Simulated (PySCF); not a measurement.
## LiSe at PBE0

Level: PBE0. PySCF, spin-free X2C with a Gaussian nucleus, basis sets Li x2c-SVPall, Se x2c-SVPall.

```
state                                            : ⁴Σ⁻ (quartet), unpaired electrons σ ↑, π ↑↑, a second solution, started from another occupation
bond length                                      : 2.897 Å
harmonic wavenumber                              : 148 cm⁻¹
force constant                                   : 0.0838 mdyn/Å
rotational constant Be                           : 0.3113 cm⁻¹
anharmonicity ωexe                               : 5.50 cm⁻¹
vibration–rotation constant αe                   : 0.0132 cm⁻¹
energy of the minimum from ground-state Li + Se  : -0.158 eV
bond order (Mayer)                               : 0.20
dipole moment (positive dipole means Li(−)Se(+)) : 3.27 D
```

Spin–orbit coupling is left out. Counting both spins, an empty level lies below a filled one in this solution, because spin and occupation are held.
